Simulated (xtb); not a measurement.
Cl₂Lu (SMILES [Cl][Lu][Cl]), doublet, from a rough starting geometry (GFN-xTB shapes and energies of metal compounds can be far from the true ones) (the multiplicity is a formal guess); GFN2-xTB (xtb 6.7.1).

Here is a job for xtb.
```
$ xtb mol.xyz --gfn 2 --uhf 1 --opt vtight --json

# file mol.xyz
3

Lu     0.68369999    -0.05535818     0.75390102
Cl     0.96159436     0.34118802    -1.42299396
Cl    -1.68831172    -0.31084956     0.62140538
```

Output, abridged:

```
   ID    Z sym.   atoms
    1   71 Lu     1
    2   17 Cl     2, 3

           -------------------------------------------------
          |                Calculation Setup                |
           -------------------------------------------------

           -------------------------------------------------
          |                 G F N 2 - x T B                 |
           -------------------------------------------------

          ...................................................
          :                      SETUP                      :
          :.................................................:
          :  # basis functions                  30          :
          :  # atomic orbitals                  27          :
          :  # shells                            9          :
          :  # electrons                        17          :
          :  max. iterations                   250          :
          :  Hamiltonian                  GFN2-xTB          :
          :  restarted?                      false          :
          :  GBSA solvation                  false          :
          :  PC potential                    false          :
          :  electronic temp.          300.0000000     K    :
          :  accuracy                    1.0000000          :
          :  -> integral cutoff          0.2500000E+02      :
          :  -> integral neglect         0.1000000E-07      :
          :  -> SCF convergence          0.1000000E-05 Eh   :
          :  -> wf. convergence          0.1000000E-03 e    :
          :  Broyden damping             0.4000000          :
          :  net charge                          0          :
          :  unpaired electrons                  1          :
          ...................................................

 iter      E             dE          RMSdq      gap      omega  full diag
   1      7.7346749  0.773467E+01  0.639E+01    0.98       0.0  T
   2     -7.7869972 -0.155217E+02  0.331E+01    0.01       1.0  T
   3     -8.3202220 -0.533225E+00  0.263E+01    0.01       1.0  T
   4     -9.5182107 -0.119799E+01  0.213E+01    0.00       1.0  T
   5     -9.5316017 -0.133910E-01  0.208E+01    0.00       1.0  T
   6     -9.5691396 -0.375379E-01  0.193E+01    0.02       1.0  T
   7     -9.8798231 -0.310684E+00  0.120E+01    0.02       1.0  T
   8     -9.9350793 -0.552562E-01  0.120E+01    0.02       1.0  T
   9    -10.0405364 -0.105457E+00  0.942E+00    0.06       1.0  T
[...]
         :: total energy             -10.152298671503 Eh    ::
 * total energy  :   -10.1522987 Eh     change       -0.8140688E-10 Eh
 * total energy  :   -10.1547434 Eh     change       -0.2444735E-02 Eh
 * total energy  :   -10.1547404 Eh     change        0.2989508E-05 Eh
 * total energy  :   -10.1547508 Eh     change       -0.1033946E-04 Eh
 * total energy  :   -10.1547508 Eh     change       -0.5752485E-08 Eh
   *** GEOMETRY OPTIMIZATION CONVERGED AFTER 5 ITERATIONS ***
         :: total energy             -10.154750762830 Eh    ::
[...]
        18                          0.0429320               1.1682
        19                          0.0433172               1.1787
        20                          0.0438613               1.1935
       ...                                ...                  ...
        27                          0.4881633              13.2836
      -------------------------------------------------------------
                  HL-Gap            0.0577815 Eh            1.5723 eV
             Fermi-level           -0.3507277 Eh           -9.5438 eV

     #   Z          covCN         q      C6AA      α(0)
     1  71 Lu       1.454     0.652   238.994    33.009
     2  17 Cl       0.727    -0.326   109.332    15.993
     3  17 Cl       0.727    -0.326   109.332    15.993

 Mol. C6AA /au·bohr⁶  :       1296.207776
 Mol. C8AA /au·bohr⁸  :     116602.815086
 Mol. α(0) /au        :         64.995909

Wiberg/Mayer (AO) data.
largest (>0.10) Wiberg bond orders for each atom

 ---------------------------------------------------------------------------
     #   Z sym  total        # sym  WBO       # sym  WBO       # sym  WBO
 ---------------------------------------------------------------------------
     1  71 Lu   2.009 --     2 Cl   1.005     3 Cl   1.005
     2  17 Cl   1.140 --     1 Lu   1.005     3 Cl   0.136
     3  17 Cl   1.140 --     1 Lu   1.005     2 Cl   0.136
 ---------------------------------------------------------------------------

Topologies differ in total number of bonds
Writing topology from bond orders to xtbtopo.mol

molecular dipole:
                 x           y           z       tot (Debye)
 q only:        1.253      -0.110       1.538
   full:        0.686      -0.060       0.842       2.764
molecular quadrupole (traceless):
                xx          xy          yy          xz          yz          zz
 q only:       -2.540      -1.694       2.225       6.333       1.083       0.315
  q+dip:       -3.038      -1.665       3.874       4.712       1.388      -0.837
   full:       -4.204      -1.961       6.560       3.689       1.994      -2.356

optimized geometry written to: xtbopt.xyz

           -------------------------------------------------
          | TOTAL ENERGY              -10.154750762830 Eh   |
          | GRADIENT NORM               0.000029347522 Eh/α |
          | HOMO-LUMO GAP               1.572313386941 eV   |
           -------------------------------------------------

normal termination of xtb
```
